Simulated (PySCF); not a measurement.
Species: C4H2BrClN2.
Bonds: Cl1–C2, C2–C3 (aromatic), C3–N4 (aromatic), N4–C5 (aromatic), C5–Br6, C5–C7 (aromatic), C7–N8 (aromatic), C2–N8 (aromatic). Hydrogens: H9 on C3; H10 on C7.

Computed by this run: PBE0/def2-SVP geometry optimisation, gas phase (PySCF); density fitting, grid level 1; the optimiser is geomeTRIC in internal coordinates, started from a GFN2-xTB structure.

Step 0: E = -89690.7594 eV
```
atom  x, y, z in Å  |  force x, y, z in eV/Å
Cl1    -3.8283    1.0289    0.2625   -0.419  -0.003   0.004
C2     -2.2573    0.3562    0.2333    0.437   0.376   0.009
C3     -2.0611   -1.0264    0.2032    0.051   0.213  -0.001
N4     -0.8390   -1.5167    0.1797    0.486  -0.037  -0.001
C5      0.1724   -0.6699    0.1868    0.062  -0.653  -0.017
Br6     1.9048   -1.4155    0.1519    0.047   0.145   0.003
C7     -0.0180    0.7084    0.2184   -0.095  -0.095   0.002
N8     -1.2399    1.2015    0.2411   -0.536   0.043   0.003
H9     -2.8770   -1.7339    0.1979   -0.513  -0.222   0.000
H10     0.8006    1.4134    0.2259    0.481   0.233  -0.001
```

Step 1: E = -89690.7877 eV
```
atom  x, y, z in Å  |  force x, y, z in eV/Å
Cl1    -3.8618    0.9970    0.2632    0.145  -0.009  -0.002
C2     -2.2489    0.3686    0.2341   -0.145  -0.044  -0.001
C3     -2.0613   -1.0197    0.2029   -0.041  -0.059   0.001
N4     -0.8383   -1.5316    0.1796   -0.048  -0.002   0.000
C5      0.1725   -0.6898    0.1866   -0.010   0.131   0.003
Br6     1.9273   -1.3695    0.1537    0.042  -0.070  -0.002
C7     -0.0158    0.6986    0.2179    0.051   0.046   0.001
N8     -1.2383    1.2116    0.2413    0.019   0.005   0.000
H9     -2.9159   -1.7050    0.1975    0.046   0.022   0.000
H10     0.8378    1.3857    0.2236   -0.061  -0.020   0.000
```

**Question.** Estimate the geometry and energy of step 2. (The exact step hangs on the optimiser's Hessian estimate; all steps are aligned on step 1, rigid shifts and turns removed.)

**Answer.** E = -89690.7885 eV, largest force 0.112 eV/Å
```
atom  x, y, z in Å  |  force x, y, z in eV/Å
Cl1    -3.8538    1.0044    0.2630    0.023  -0.033  -0.001
C2     -2.2504    0.3629    0.2339   -0.054   0.044   0.002
C3     -2.0617   -1.0252    0.2030    0.015   0.037   0.000
N4     -0.8353   -1.5276    0.1797   -0.064   0.036   0.002
C5      0.1722   -0.6808    0.1867    0.094  -0.061  -0.002
Br6     1.9193   -1.3888    0.1531    0.031   0.033   0.000
C7     -0.0141    0.7074    0.2183   -0.065  -0.091  -0.002
N8     -1.2411    1.2087    0.2413    0.024   0.037   0.000
H9     -2.9113   -1.7144    0.1975    0.005  -0.003   0.000
H10     0.8335    1.3992    0.2242   -0.010   0.003   0.001
```

The energy changes by -0.0008 eV. The first-order estimate −F·Δx gives -0.0044 eV and the mean of the old and new forces, exact on a quadratic surface, -0.0007 eV. The step makes an angle of 64° with the force vector and moves no atom by more than 0.021 Å.

The cost below is that of the whole optimisation. Hardware: an Intel Xeon Platinum 8375C at 2.90 GHz with one thread, no GPU, shared host. Cost: 41 s wall, 0.63 GiB resident at most.
